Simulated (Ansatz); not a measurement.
H₂NOPZn (`[NH]1P[O][Zn]1`), 6 atoms. The species carries charge 0 and has multiplicity 1. For Zn the d shell is correlated and the shells below it are frozen. Scalar relativity is left out up to krypton. All runs use 2 threads of an Arm Neoverse V2 on a shared host. Correlated methods freeze the cores.

(1) How many basis functions does each run have, and how long does it take in Ansatz? RKS r2SCAN0-D4/def2-TZVPP energy; RKS ωB97M-V/def2-SVP energy; RKS PBE0-D4/def2-QZVPP energy; RKS PBE0-D4/def2-TZVP frequencies; RHF-CCSD(T) with 3s3p of Cu, Zn/def2-SVP energy; RKS PBE0-D4/def2-TZVP relaxation (11 steps); RHF-CCSD(T) with 3s3p of Cu, Zn/def2-TZVPP energy; RKS B97M-V/def2-TZVPP energy; RKS r2SCANh-D4/def2-TZVPP energy; RHF-MP2 with 3s3p of Cu, Zn/def2-QZVPP energy; direct RPA on PBE orbitals with 3s3p of Cu, Zn/def2-TZVPP energy; RKS CAM-B3LYP-D4/def2-TZVPP energy. (Estimate.)

Answers

(1) Computed: Other jobs shared the machine, so times are rough.

| level | job | functions | wall time | peak host memory (GiB) |
| --- | --- | --- | --- | --- |
| RHF-CCSD(T) with 3s3p of Cu, Zn/def2-SVP | energy | 87 | 3.8 s | 0.25 |
| RKS CAM-B3LYP-D4/def2-TZVPP | energy | 196 | 4.2 s | 0.52 |
| RKS r2SCANh-D4/def2-TZVPP | energy | 196 | 6.5 s | 0.49 |
| RKS r2SCAN0-D4/def2-TZVPP | energy | 196 | 7 s | 0.5 |
| direct RPA on PBE orbitals with 3s3p of Cu, Zn/def2-TZVPP | energy | 196 | 7 s | 0.4 |
| RKS ωB97M-V/def2-SVP | energy | 87 | 7.5 s | 0.24 |
| RKS PBE0-D4/def2-QZVPP | energy | 344 | 9 s | 1.1 |
| RKS B97M-V/def2-TZVPP | energy | 196 | 12 s | 0.32 |
| RHF-MP2 with 3s3p of Cu, Zn/def2-QZVPP | energy | 344 | 22 s | 1.5 |
| RKS PBE0-D4/def2-TZVP | relaxation (11 steps) | 159 | 47 s | 0.41 |
| RHF-CCSD(T) with 3s3p of Cu, Zn/def2-TZVPP | energy | 196 | 84 s | 2.2 |
| RKS PBE0-D4/def2-TZVP | frequencies | 159 | 100 s | 0.41 |
